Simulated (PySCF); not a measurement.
Question: What does the GFN2-xTB structure of `Fc1cccc(F)n1` (2,6-difluoropyridine) look like in three dimensions?

Answer: 
```xyz
11
C5H3F2N angstrom
F     -2.026   -1.862   -0.043
C     -1.003   -1.007   -0.024
C     -1.252    0.356    0.007
C     -0.149    1.196    0.025
C      1.127    0.653    0.011
C      1.221   -0.730   -0.020
F      2.422   -1.308   -0.035
N      0.194   -1.549   -0.038
H     -2.262    0.728    0.017
H     -0.282    2.266    0.050
H      2.015    1.261    0.024
```

Any rigid rotation of these coordinates is as good. Atoms count from 1 in this order. The 6-membered ring C2–C3–C4–C5–C6–N8 has internal angles of 116.9° to 124.7°; it is planar, 0.00 Å rms from its mean plane, widest ring torsion 0°. The 8 heavy atoms lie in one plane (0.000 Å rms). N8 (pyridine-type nitrogen) is bent (angle 117.0°). All 4 C–C bonds measure 1.386 Å.

Bonds between heavy atoms (Å): F1–C2 1.333, C2–C3 1.386, C3–C4 1.386, C4–C5 1.386, C5–C6 1.386, C6–F7 1.333, C6–N8 1.314, C2–N8 1.314.

Structure optimised with GFN2-xTB, isolated species.

Point group: C2v (tolerance 0.08 Å). Not checked by GFN2-xTB frequencies.

These are computed values.
